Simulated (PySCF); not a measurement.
Compound: C₆H₁₀Se.
Bonds: C1–C2 (double), C2–Se3, Se3–C4, C2–C5, C5–C6, C6–C7, C5–C7. Hydrogens: H8, H9 on C1; H10, H11, H12 on C4; H13 on C5; H14, H15 on C6; H16, H17 on C7.

Computed with PySCF at CAM-B3LYP/def2-SVPD, non-relativistic, on one gas-phase PBE0-D3(BJ)/def2-SVP geometry that isn't relaxed in the solvent. The solvent is an IEF-PCM continuum (cavity from Bondi-type radii × 1.2). The model holds no explicit solvent molecules, cavitation or dispersion. Spin–orbit coupling is left out although an atom past zinc is present.

Gas phase at CAM-B3LYP/def2-SVPD: HOMO -7.17 eV, LUMO 0.89 eV, dipole 0.63 D.

Task: What does the continuum do to the energy, the frontier levels and the dipole at CAM-B3LYP/def2-SVPD in tetrahydrofuran and methanol?

Result: 
| solvent | ε | E(solvent) − E(gas) (kJ/mol) | polarisation term (kJ/mol) | distortion of the solute (kJ/mol) | HOMO (eV) | LUMO (eV) | dipole (D) |
| --- | --- | --- | --- | --- | --- | --- | --- |
| tetrahydrofuran | 7.426 | -12.13 | -13.45 | 1.32 | -7.23 | 0.99 | 0.93 |
| methanol | 32.61 | -14.74 | -16.74 | 2.00 | -7.26 | 0.99 | 1.00 |

The first energy column is the sum of the next two and covers electrostatics alone. From tetrahydrofuran to methanol the lowering changes by a factor 1.22, Onsager's factor (ε − 1)/(2ε + 1) by 1.18 and ε itself by 4.4.

Task: How does the static polarisability (CAM-B3LYP/def2-SVPD, frozen core, with the continuum's full static response) change?

Result: 
```
         medium  isotropic (au)  principal values (au)  ⟨r²⟩ of the electrons (bohr²)
            gas            99.0     76.0, 104.5, 116.6                         1188.8
tetrahydrofuran           131.7    103.0, 139.6, 152.6                         1187.3
       methanol           140.2    111.6, 146.6, 162.5                         1186.9
```

The isotropic value in methanol is 1.42 times the gas-phase one; no cavity-field correction is applied. ⟨r²⟩ is taken about the centre of nuclear charge.

Shape of the structure used: `[CH2:1]=[C:2]([Se:3][CH3:4])[CH:5]1[CH2:6][CH2:7]1`: C1–C2–Se3–C4 -6°, C1–C2–C5–C6 -148°.
